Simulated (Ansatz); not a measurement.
`FC([SiH3])S` + `OC[SiH2]O` → `OC[SiH2]O[SiH3]` + `FCS`  (ligand exchange at the Si–C bond)

Program: Ansatz. Geometries: PBE0-D4/def2-TZVP. ΔE: electronic, gas phase. CCSD(T)/CBS adds triple-zeta CCSD(T) − MP2 to the extrapolated MP2 energy (def2 sets, frozen cores). DFT in def2-TZVPP. B3LYP here is the variant with VWN-RPA as its local correlation; programs differ in this. Each species was taken in one conformer, which may not be the lowest.

| level | ΔE (kcal/mol) | difference from CCSD(T)/CBS |
| --- | --- | --- |
| PBE-D4 | -25.0 | 4.9 |
| r2SCAN-D4 | -28.7 | 1.2 |
| PBE0-D4 | -27.7 | 2.2 |
| B3LYP-D4 | -30.4 | -0.5 |
| ωB97X-V | -29.9 | 0.0 |
| ωB97M-V | -29.4 | 0.5 |
| B2PLYP | -30.8 | -0.9 |
| PBE | -24.8 | 5.1 |
| r2SCAN | -28.5 | 1.4 |
| PBE0 | -27.4 | 2.5 |
| B3LYP | -30.1 | -0.2 |
| HF/def2-TZVPP | -37.5 | -7.6 |
| MP2/def2-TZVPP | -30.9 | -1.0 |
| SCS-MP2/def2-TZVPP | -32.1 | -2.2 |
| CCSD/def2-TZVPP | -31.6 | -1.7 |
| CCSD(T)/def2-TZVPP | -30.4 | -0.5 |
| HF/def2-QZVPP | -37.9 | -8.0 |
| MP2/def2-QZVPP | -30.8 | -0.9 |
| SCS-MP2/def2-QZVPP | -32.0 | -2.1 |
| HF/CBS(def2) | -38.0 | -8.1 |
| MP2/CBS(def2) | -30.4 | -0.5 |
| CCSD/CBS(def2) | -31.1 | -1.2 |
| CCSD(T)/CBS | -29.9 | 0 |

Largest T1 diagnostic among the species: 0.012.

In def2-TZVPP, CCSD(T) changes the Hartree–Fock value by +7.1 kcal/mol (the triples alone add +1.2 kcal/mol) and MP2 by +6.6 kcal/mol. From PBE to PBE0 (25 % exact exchange), in def2-TZVPP and without D4, ΔE moves by −2.6 kcal/mol.
